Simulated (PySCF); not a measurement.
CH₂, singlet, geometry from GFN2-xTB. Base run: CCSD/aug-cc-pVDZ (PySCF).

The PySCF input:
```python
from pyscf import gto, scf, cc

mol = gto.Mole()
mol.atom = '''
    C     0.00106484    0.16389984    0.01623868
    H    -0.88481843   -0.48695954   -0.03874538
    H     0.87842936   -0.49643949   -0.05868670
'''
mol.basis = 'aug-cc-pvdz'
mol.verbose = 4
mol.build()

mf = scf.RHF(mol)
mf.kernel()

mycc = cc.CCSD(mf)
mycc.kernel()
print('E(CCSD) = %.10f' % mycc.e_tot)
```

The base run was repeated with changes; each row names its change, and settings that it needs were set with it.

```
change                      ΔE vs base (kcal/mol)  MP2 correlation (Eh)  CC correlation without the perturbative part (Eh)  basis functions
--------------------------  ---------------------  --------------------  -------------------------------------------------  ---------------
base                                        0.000              -0.11720                                           -0.14470               41
cc.iterative_damping = 0.8                  0.000              -0.11720                                           -0.14470               41
cc.diis_space = 10                          0.000              -0.11720                                           -0.14470               41
cc.direct = True                            0.000              -0.11720                                           -0.14470               41
cc.conv_tol = 1e-5                          0.000              -0.11720                                           -0.14470               41
cc.conv_tol = 1e-9                          0.000              -0.11720                                           -0.14470               41
frozen = 2                             (withheld)            (withheld)                                         (withheld)               41
cart = on                                   -2.94              -0.12195                                           -0.14920               43
method = cisd                          (withheld)                     -                                                  -               41
frozen = 1                             (withheld)            (withheld)                                         (withheld)               41
```

Q: Fill in the missing entries.

A: 
- frozen = 2, ΔE vs base (kcal/mol): 42.92
- frozen = 2, MP2 correlation (Eh): -0.06138
- frozen = 2, CC correlation without the perturbative part (Eh): -0.07630
- method = cisd, ΔE vs base (kcal/mol): 3.60
- frozen = 1, ΔE vs base (kcal/mol): 1.26
- frozen = 1, MP2 correlation (Eh): -0.11497
- frozen = 1, CC correlation without the perturbative part (Eh): -0.14269
